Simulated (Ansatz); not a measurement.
Relaxation of C$_{2}$H$_{7}$BOSi (12 atoms, charge 0, multiplicity 1), to a largest force component of 0.015 eV/Å in at most 40 steps.

All numbers below come from RKS CAM-B3LYP/6-31G in Ansatz 0.2.0.

```xyz
12
Properties=species:S:1:pos:R:3:forces:R:3
C -1.862 0.856 0.171 -3.91 4.37 -1.88
O -1.143 0.218 1.119 4.47 -1.89 0.82
B 0.047 -0.275 0.451 0.41 -1.76 -0.12
C 1.559 -0.169 -0.125 -0.51 6.31 2.37
Si 1.051 -1.730 -0.634 -3.70 -3.91 -1.15
H -1.372 1.803 -0.251 -0.24 -1.19 0.33
H -2.804 1.280 0.656 0.98 -0.68 -0.58
H -2.196 0.239 -0.671 0.15 -0.20 -0.03
H 2.233 -0.123 0.733 0.60 0.40 -0.44
H 1.633 0.650 -0.886 0.69 -0.64 0.75
H 0.319 -1.827 -1.936 0.51 -0.24 -0.07
H 1.172 -2.886 0.248 0.55 -0.58 0.01
```

Task: Where does it end, and by what steps?

Result: The run converged. The force dipped under the threshold on the way, but the program's further checks kept it going. Limits of this set-up: no polarisation functions. After 19 steps the energy has fallen by 2.737 eV; O2 moved furthest, 1.18 Å.

```
step  energy less start (eV)  largest force component (eV/Å)  accepted
   0                  0.0000                           6.306       yes
   1                 -1.4907                           2.648       yes
   2                 -1.9987                           1.421       yes
   3                 -2.2247                           0.685       yes
   4                 -2.4001                           0.504       yes
   5                 -2.5124                           1.110       yes
   6                 -2.5730                           0.992       yes
   7                 -2.6972                           0.311       yes
   8                 -2.7049                           0.296       yes
   9                 -2.7283                           0.169       yes
  10                 -2.7264                           0.617        no
  11                 -2.7329                           0.057       yes
  12                 -2.7345                           0.095       yes
  13                 -2.7309                           0.471        no
  14                 -2.7352                           0.051       yes
  15                 -2.7353                           0.068       yes
  16                 -2.7362                           0.029       yes
  17                 -2.7364                           0.017       yes
  18                 -2.7365                           0.008       yes
  19                 -2.7365                           0.006       yes
```

```xyz
12
Properties=species:S:1:pos:R:3
C -2.129 0.925 0.184
O -0.695 1.014 0.379
B 0.199 0.072 0.046
C 1.714 -0.183 0.094
Si 0.727 -1.691 -0.696
H -2.431 1.747 -0.466
H -2.607 1.033 1.157
H -2.394 -0.034 -0.267
H 2.189 -0.350 1.062
H 2.365 0.388 -0.571
H 0.971 -1.932 -2.151
H 0.726 -2.953 0.103
```

Run time: 98 s on 1 thread of Arm Neoverse V1, with other jobs on the host, peak memory 0.17 GiB.
